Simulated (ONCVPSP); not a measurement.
What one change does to a pseudopotential (Li, ONCV)

ONCVPSP 4.0.1 input, shortened (lines: element, Z, core and valence counts, functional; n l f; lmax; l rc ep ncon nbas qcut; lloc lpopt rc5 dvloc0; l nproj debl; icmod fcfact rcfact), PW91, scalar-relativistic:

```
  Li 3.00    0    3  -109134      upf
    1    0    2.00
    2    0    0.75
    2    1    0.25
    2
    0    1.10    0.00    3    6    9.30
    1    4.00    0.00    4    7    1.90
    2    3.75    0.23    4    8    2.60
    4    5    1.10    4.00
    0    2    3.10
    1    2    0.80
    2    2    1.20
    0    0.00    0.00
```

Change: p: qcut 1.8.

Cutoffs: the cutoffs (Ha) at which the residual kinetic energy of the hardest occupied pseudo-wave falls to 1 and 0.1 mHa per electron; they do not see the model core or the augmentation charge, which bear on the density cutoff. Errors are all-electron minus pseudo energies relative to the spin-unpolarised reference configuration.

Problem. What does the change do?

Solution. The potential gets neither clearly harder nor softer (34 Ha and 40 Ha → 34 Ha and 40 Ha); the errors of the 4 common tests hardly move; the range in which the p phases agree narrows (upper end 3.4 → 1.6); neither file shows a bound ghost.

| quantity | base | changed |
| --- | --- | --- |
| cutoff, loose | 34 Ha | 34 Ha |
| cutoff, tight | 40 Ha | 40 Ha |
| loose cutoff by channel | s 34 Ha, p 1.5 Ha | s 34 Ha, p 1.5 Ha |
| bound ghosts | none | none |
| GHOST(+) flags under 300 eV | d at 37.7 eV | d at 37.7 eV |
| error for 1s2 2s1 2p0, meV [ΔE -0.45 eV] | -0.9 | -1.0 |
| error for 1s2 2s0 2p0, meV [ΔE 4.90 eV] | +8.7 | +9.2 |
| error for 1s2 2s0.5 2p0, meV [ΔE 1.61 eV] | +2.7 | +2.9 |
| error for 1s2 2s0 2p1, meV [ΔE 1.34 eV] | -10 | -11 |
| s: phases at 1.12 bohr within 0.05 rad from the reference energy up to (Ha; the scan ends near 5) | to the end of the scan | to the end of the scan |
| p: phases at 4.07 bohr within 0.05 rad from the reference energy up to (Ha; the scan ends near 5) | 3.4 | 1.6 |
| d: phases at 3.81 bohr within 0.05 rad from the reference energy up to (Ha; the scan ends near 5) | 1.1 | 1.1 |
